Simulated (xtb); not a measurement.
B(Cl)(GeH3)(OH) (BClGeH₄O), SMILES O[B](Cl)[GeH3]. All values are semi-empirical tight-binding results from xtb (GFN2-xTB unless named), good for trends rather than for accurate numbers. Geometry optimised at GFN2-xTB. The structure was generated by enumeration, and PubChem lists no compound with its InChIKey, so it may never have been made. The values are those of a single conformer.

Optimised geometry:

Bond lengths (Å): B1–Cl2 1.738, B1–Ge3 2.017, B1–O7 1.324, Ge3–H4 1.493, Ge3–H5 1.492, Ge3–H6 1.490, O7–H8 0.962. Bond angles (°): Cl2–B1–Ge3 120.8, Cl2–B1–O7 120.7, Ge3–B1–O7 118.5, B1–Ge3–H4 113.9, B1–Ge3–H5 114.4, B1–Ge3–H6 114.2, H4–Ge3–H5 103.0, H4–Ge3–H6 104.8, H5–Ge3–H6 105.4, B1–O7–H8 120.1.

For metal compounds this method's bond lengths and energies can be far off.

| Quantity | Result |
|---|---|
| orbital gap | 4.49 eV |
| zero-point energy | 25.9 kcal/mol |
| G − E(el) at 298.15 K (modified RRHO) | 6.1 kcal/mol |

Computed atomic charges and the Wiberg bond orders between heavy atoms:
charges (e) B1 0.40, Cl2 -0.29, Ge3 0.02, H4 -0.02, H5 -0.02, H6 -0.01, O7 -0.41, H8 0.32. Bond orders B1–Cl2 1.03, B1–Ge3 0.82, B1–O7 1.34.
